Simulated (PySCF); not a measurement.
# GaS: from constants to spectrum

UHF-CCSD(T) constants of GaS, ²Σ⁺ (doublet), unpaired electrons σ ↑ (basis Ga def2-SVP, S def2-SVP; no relativity; PySCF 2.14; masses 68.9256 and 31.9721 u):

| Quantity | Value |
| --- | --- |
| ωe | 485.1 cm⁻¹ |
| ωexe | 2.55 cm⁻¹ |
| Be | 0.17936 cm⁻¹ |
| αe | 0.00106 cm⁻¹ |
| De to Ga + S | 3.27 eV |

(1) What force constant and bond length do these constants imply?

(2) Estimate the centrifugal constant D from the Kratzer relation and find the Dunham coefficient a1.

Correlated steps freeze 14 core orbitals. Correlated levels converge slowly with the basis: in double zeta they bind strong bonds too weakly, by up to about 1 eV, and carry superposition errors of some tenths. Spin–orbit coupling is left out. The state was picked by a PBE0 search and need not be the measured ground state.

Results:

(1) Reduced mass μred = 21.841 u; k = 5.8918×10⁻⁷·μred·ωe² (u, cm⁻¹, mdyn/Å) = 3.03 mdyn/Å; Re = √(16.8576/(μred·Be)) (u, cm⁻¹, Å) = 2.074 Å.

(2) D = 4Be³/ωe² = 9.81e-08 cm⁻¹; a1 = −1 − αeωe/(6Be²) = -3.66.
